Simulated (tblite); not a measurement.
Compound: C₆H₆F₂S.
Geometry (GFN2-xTB, Å), atoms numbered from 1 in this order:
```
atom  x, y, z in Å
F1    -2.670    0.537    0.625
C2    -1.790   -0.237   -0.052
F3    -2.287   -1.495   -0.017
C4    -0.410   -0.188    0.607
C5     0.150    1.203    0.563
C6     1.290    1.261   -0.135
C7     1.655   -0.040   -0.631
S8     2.958   -0.393   -1.540
C9     0.622   -1.028   -0.163
H10   -1.781    0.097   -1.101
H11   -0.540   -0.528    1.640
H12   -0.355    2.023    1.042
H13    1.886    2.136   -0.321
H14    0.180   -1.557   -1.009
H15    1.087   -1.783    0.472
```

Computed values, GFN2-xTB/tblite, gas phase, harmonic and unscaled. Errors from tens to a few hundred cm⁻¹ against measured bands are possible. One conformer, not necessarily the lowest.

Harmonic wavenumbers (cm⁻¹): 39.9, 61.9, 143.1, 209.0, 277.7, 322.1, 375.4, 431.3, 499.0, 527.5, 559.3, 751.2, 805.6, 844.2, 863.1, 894.3, 976.7, 1027.7, 1037.3, 1048.5, 1078.1, 1103.6, 1143.1, 1173.3, 1193.1, 1220.1, 1242.0, 1252.9, 1273.6, 1301.6, 1340.7, 1434.4, 1598.0, 2889.2, 2941.7, 2976.9, 2998.8, 3128.8, 3149.5.

A = 3382, B = 721.5, C = 625.1 MHz; mass 148.016 u (most abundant isotopes); point group C1, symmetry number 1.

Task: What is the zero-point energy?

Result: ½Σν̃ = 23067 cm⁻¹ = 65.95 kcal/mol.

Task: Give the ideal-gas entropy at 500 K and 1 bar in the rigid-rotor, harmonic-oscillator model (classical rotation).

Result: Translation 43.48, rotation 31.28, vibration 39.35: S = 114.1 cal/(mol K).

Task: And Cp and H(500 K) − H(0)?

Result: Cp = 48.21 cal/(mol K), of which vibrations give 40.26 (their classical limit is 39 R = 77.5); H(500 K) − H(0) = 14.12 kcal/mol without the zero-point energy, 10.14 from vibrations.

Task: Blend soft modes into free rotors: weight 1/[1 + (100 cm⁻¹/ν̃)⁴] for the oscillator and the rest for a rotor with moment μB/(μ + B), μ = h/(8π²ν), B = 10⁻⁴⁴ kg m². What vibrational entropy results?

Result: 35.86 cal/(mol K) in place of 39.35, which changes −T·S at 500 K by +1.75 kcal/mol.

Task: What must be added to the electronic energy to get the Gibbs energy at 500 K and 1 bar?

Result: ZPE + [H(500 K) − H(0)] − T·S = 65.95 + 14.12 − 57.05 = 23.02 kcal/mol.

Task: Which modes carry the vibrational entropy at 500 K?

Result: 39.9 cm⁻¹: 6.29; 61.9 cm⁻¹: 5.42; 143.1 cm⁻¹: 3.76; 209.0 cm⁻¹: 3.03; 277.7 cm⁻¹: 2.48; 322.1 cm⁻¹: 2.21 cal/(mol K); the other 33 give 16.16 together.

Task: How do the functions run with temperature in this model?

Result: 
| T (K) | S (cal/(mol K)) | Cp (cal/(mol K)) | H − H(0) (kcal/mol) | G − H(0) (kcal/mol) | ln q(vib) |
| --- | --- | --- | --- | --- | --- |
| 150 | 76.2 | 19.7 | 2.08 | -9.35 | 2.57 |
| 250 | 88.1 | 28.0 | 4.45 | -17.58 | 4.55 |
| 298.15 | 93.4 | 32.3 | 5.90 | -21.95 | 5.50 |
| 400 | 104.2 | 41.0 | 9.64 | -32.02 | 7.56 |
| 600 | 123.4 | 53.9 | 19.23 | -54.82 | 11.63 |
| 900 | 147.6 | 65.1 | 37.26 | -95.61 | 17.49 |

q(vib) and H(0) count from the zero-point level.

Hindered rotation and anharmonicity are outside this model. Other conformers, if any are populated, would add a mixing term that is left out. The structure is chiral; the term R ln 2 for an equal mix with its mirror image is left out.

Hardware: one thread, Intel Xeon (x86_64), no GPU, shared host with 64 logical CPUs at a one-minute load of 63. Cost: 0.83 s. This covers the Hessian and the dipole derivatives.
